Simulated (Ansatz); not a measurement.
ClHZn (SMILES [Cl][ZnH]) moved off its minimum; all values from Ansatz (a first-principles code), cores frozen in correlated methods.
(charge 0, multiplicity 1)
```xyz
3

Zn     0.0045     0.0239    -0.7572
H     -0.0071     0.0136    -2.2603
Cl     0.0094    -0.0447     1.3887
```

### Question
Give the forces (eV/Å), the total energy and the dipole at CCSD(T)/def2-TZVPPD.

### Answer

| atom | Fx | Fy | Fz |
|---|---|---|---|
| Zn1 | -0.007 | -0.080 | 0.583 |
| H2 | 0.005 | 0.038 | -0.076 |
| Cl3 | 0.003 | 0.043 | -0.507 |
Energy -2238.6438 hartree, dipole 1.98 D.
